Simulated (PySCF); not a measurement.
SMILES C[C]([Se]C(C)C)C (C6H13Se), doublet (GFN2-xTB optimised geometry):

```
20

C      2.011    -0.154     1.046
C      1.247    -0.895     0.000
C      1.924    -2.074    -0.618
Se    -0.626    -0.895     0.000
C     -0.987     1.098     0.000
C     -0.299     1.734    -1.191
C     -2.491     1.298    -0.015
H      2.954     0.206     0.633
H      1.454     0.698     1.428
H      2.257    -0.806     1.891
H      1.272    -2.558    -1.343
H      2.222    -2.816     0.130
H      2.835    -1.751    -1.126
H     -0.568     1.479     0.936
H      0.765     1.499    -1.188
H     -0.730     1.364    -2.119
H     -0.418     2.816    -1.159
H     -2.727     2.360     0.029
H     -2.920     0.885    -0.927
H     -2.954     0.804     0.838
```

Calculation: unrestricted PBE0/def2-SVP (PySCF 2.14.0).

What are the frontier orbital energies (α orbitals alone; a β orbital can be the lowest empty one) and the dipole moment?

HOMO-2 -8.35 eV, HOMO-1 -6.87 eV, HOMO -4.77 eV, LUMO 0.77 eV, LUMO+1 1.66 eV; dipole moment 1.30 D.

On the same geometry unrestricted PBE/def2-SVP (PySCF) gives HOMO-2 -7.11 eV, HOMO-1 -5.59 eV, HOMO -3.52 eV, LUMO -0.16 eV, LUMO+1 0.79 eV; dipole moment 1.18 D.

Meta-Löwdin charges at PBE0/def2-SVP: C1 -0.30, C2 -0.12, C3 -0.30, Se4 0.08, C5 -0.10, C6 -0.30, C7 -0.30, H8 0.10, H9 0.10, H10 0.10, H11 0.11, H12 0.10, H13 0.11, H14 0.10, H15 0.11, H16 0.10, H17 0.10, H18 0.10, H19 0.10, H20 0.10.
